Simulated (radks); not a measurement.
Species: Hf66+. Configuration: [He] 2s2 2p2. Method: scalar-relativistic Kohn-Sham, PBEsol, spin-polarised, spherical densities, finite nucleus; open shells are filled with parallel spins first (spin-orbit coupling, left out, can overturn this in heavy ions); Fermi nuclear charge, rms radius 5.347 fm; computed with a radial shooting solver on a logarithmic mesh with Libxc functionals. Some entries of the table are withheld. Estimate them.

| orbital | occ. | eigenvalue (hartree) | r(max) (bohr) | <1/r> (bohr^-1) |
|---|---|---|---|---|
| 1s up | 1 | -2663.477 | (1) | 83.90 |
| 1s down | 1 | -2662.028 | (2) | 83.95 |
| 2s up | 1 | -642.7618 | 0.06660 | 20.36 |
| 2s down | 1 | -640.2519 | 0.06668 | 20.31 |
| 2p up | 2 | -598.1053 | 0.05398 | 18.55 |
| 2p down | 0 | -595.1379 | 0.05407 | 18.51 |

Answer. 
(1) 1s up r(max) (bohr): 0.01190
(2) 1s down r(max) (bohr): 0.01189
